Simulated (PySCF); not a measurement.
**From computed data to an observable: dipole moment from atomic charges**

CH3F3Sn, SMILES F[C]([SnH3])(F)F. Atoms are numbered in the order given.

```xyz
8

Sn     0.0000     0.0000    -0.9890
C      0.0000     0.0000     1.2260
F     -1.0847     0.6262     1.7252
F      1.0847     0.6262     1.7252
F      0.0000    -1.2524     1.7252
H     -1.4165    -0.8178    -1.4954
H      1.4165    -0.8178    -1.4954
H      0.0000     1.6356    -1.4954
```
Charge 0, spin multiplicity 1.

Coordinates come from a B3LYP-D3(BJ)/def2-SVP optimisation. The structure was generated by enumeration; whether it is a known compound was not checked. The def2 effective core potentials stand for the cores of Sn; spin–orbit coupling is left out.

Charges (e) from PBE/def2-TZVP (PySCF):

```tsv
atom	ESP fit	Mulliken
Sn1	0.227	0.246
C2	0.317	0.278
F3	-0.144	-0.137
F4	-0.144	-0.137
F5	-0.143	-0.137
H6	-0.038	-0.038
H7	-0.038	-0.038
H8	-0.037	-0.038
```

The dipole moment of the full density is 1.98 D.

Problem. What dipole moment does each set of point charges give, and which comes closer to that of the density?

Solution. 
μ = Σ q r, and 1 e Å = 4.8032 D.
ESP fit: Σ q r = (0.000, 0.000, -0.410) e Å, |μ| = 1.97 D.
Mulliken: Σ q r = (0.000, 0.000, -0.441) e Å, |μ| = 2.12 D.
ESP fit comes closer in size. Point charges leave out the atoms' own dipoles (lone pairs, polarised bonds); fits to the potential absorb them, partitions of the density don't.
